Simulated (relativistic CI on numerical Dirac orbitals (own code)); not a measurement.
Lu⁴⁺: 3d photoemission

Computed with this model: Dirac-Coulomb-Breit CI, separate exchange-only KLI orbitals for each configuration, model QED (radiative potential, 1s self-energy scaled to tabulated hydrogen-like ionisation energies), valence Slater integrals scaled by 0.9, multiplet model of photoemission in the sudden approximation; configurations [Xe] 4f13 → [Ar] 3d9 4s2 4p6 4d10 4f13 5s2 5p6; 80 K; Lorentzian 1.26 eV and Gaussian 0.7 eV FWHM. Energies are those of the free ion, without screening or charge transfer. The energies are binding energies and can lie tens of eV above those of solids. S is read from ⟨S²⟩ = S(S + 1).

Computed curve for free ion, scaled to 100 at the maximum (points under 2 are left out and the grid is thinned):

Energy (eV), Intensity and a bar:
```
   1643.2        2.1 
   1643.6        2.3 
   1644.2        2.9 
   1644.6        3.4 
   1645.2        4.4 #
   1645.6        5.4 #
   1646.0        6.8 #
   1646.6       10.3 ###
   1647.0       14.5 ####
   1647.6       27.9 ########
   1648.0       47.5 ##############
   1648.4       77.8 #######################
   1649.0       98.9 ##############################
   1649.4       75.9 #######################
   1649.8       51.7 ###############
   1650.4       42.7 #############
   1650.8       50.1 ###############
   1651.4       64.6 ###################
   1651.8       65.9 ####################
   1652.2       56.7 #################
   1652.8       45.3 #############
   1653.2       40.8 ############
   1653.8       32.5 #########
   1654.2       31.6 #########
   1654.6       34.5 ##########
   1655.2       31.3 #########
   1655.6       22.0 ######
   1656.2       11.1 ###
   1656.6        7.6 ##
   1657.0        5.6 #
   1657.6        3.9 #
   1658.0        3.2 
   1658.4        2.7 
   1659.0        2.1 
   1696.6        2.0 
   1697.2        2.6 
   1697.6        3.1 
   1698.0        3.7 #
   1698.6        5.2 #
   1699.0        6.9 ##
   1699.6       11.6 ###
   1700.0       18.0 #####
   1700.4       29.3 ########
   1701.0       49.4 ###############
   1701.4       55.9 #################
   1702.0       60.9 ##################
   1702.4       57.7 #################
   1702.8       55.0 ################
   1703.4       69.8 #####################
   1703.8       74.4 ######################
   1704.2       59.8 ##################
   1704.8       30.4 #########
   1705.2       18.8 #####
   1705.8       10.2 ###
   1706.2        7.4 ##
   1706.6        5.6 #
   1707.2        4.0 #
   1707.6        3.2 
   1708.2        2.5 
   1708.6        2.1
```

The ground state has S = 0.50, and the centroid lies at 1671.62 eV.
